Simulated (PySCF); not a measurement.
Species: C₄H₄F₃N.
Numbering: `[CH2:1]=[N:2][CH2:3][C:4]([F:5])=[C:6]([F:7])[F:8]` (hydrogens: H9, H10 on C1; H11, H12 on C3)

Computed geometry: GFN2-xTB, gas phase.

Give the optimised bond lengths and angles.

```
  bond  length (Å)
 C1=N2       1.250
 N2–C3       1.438
 C3–C4       1.502
 C4–F5       1.344
 C4=C6       1.327
 C6–F7       1.323
 C6–F8       1.328
 C1–H9       1.079
C1–H10       1.095
C3–H11       1.104
C3–H12       1.094
```

A selection of angles:
```
   angle  degrees
C1–N2–C3    120.2
N2–C3–C4    109.7
C3–C4–F5    116.5
C3–C4–C6    124.5
F5–C4–C6    119.0
C4–C6–F7    126.4
C4–C6–F8    122.8
F7–C6–F8    110.8
```

Dihedral angles: C1–N2–C3–C4 123° (anticlinal); N2–C3–C4–F5 120° (anticlinal); C3–C4–C6–F7 179° (antiperiplanar). The mirror-image conformer, all signs reversed, is as good.

The 2 C–C bonds span 1.327 Å (C4=C6, drawn double) to 1.502 Å (C3–C4, drawn single), a spread of 0.175 Å. N2 (imine nitrogen) is bent (angle 120.2°). Of the pairs four or more bonds apart, H10···H11 is among the closest relative to their van der Waals radii: 2.28 Å, 95 % of the sum of Bondi's values. The C–F distances run from 1.323 Å (C6–F7, drawn single) to 1.344 Å (C4–F5, drawn single), a spread of 0.021 Å. The 2 C–N bonds span 1.250 Å (C1=N2, drawn double) to 1.438 Å (N2–C3, drawn single), a spread of 0.188 Å.

Point group: C1 (no symmetry element, even within 0.4 Å). No GFN2-xTB frequencies stand behind this structure, so it isn't proved a minimum. The numbers are those of one conformer.
